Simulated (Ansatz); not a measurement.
The Si1–H2 bond of H4Si2 (SMILES [SiH][SiH3]) is stretched (multiplicity 1, the rest rigid).
Geometry at rest (charge 0, multiplicity 1):
```xyz
6

Si    -0.00339     1.03724     0.82595
H     -0.44387     1.86151    -0.37737
Si     0.02919    -0.89104    -0.59790
H      0.97945    -0.66055    -1.72119
H     -1.32622    -1.10029    -1.17841
H      0.42941    -2.14745     0.08431
```

Cores are frozen in the correlated methods.

The values were computed with Ansatz (an electronic-structure program). Values without a source in brackets are computed.

FIC-MRCISD+Q on CASSCF(2,2)/cc-pV(T+d)Z, total energies (hartree):

```json
[
 {"R (Å)": "1.524", "CASSCF": "-580.159531", "MRCISD": "-580.398534", "weight c² of the reference": "0.88129"},
 {"R (Å)": "2.666", "CASSCF": "-580.080626", "MRCISD": "-580.310871", "weight c² of the reference": "0.88058"},
 {"R (Å)": "4.876", "CASSCF": "-580.050326", "MRCISD": "-580.277389", "weight c² of the reference": "0.88113"}
]
```

Problem. Add the Davidson correction (E_MRCISD − E_CASSCF)(1 − c²)/c² and give the energies above the first point at the three levels.

Solution. 
Corrections (hartree): -0.032194, -0.031225, -0.030633. Above the first point (kcal/mol):
- R = 2.666 Å: CASSCF 49.5, MRCISD 55.0, with the correction 55.6
- R = 4.876 Å: CASSCF 68.5, MRCISD 76.0, with the correction 77.0
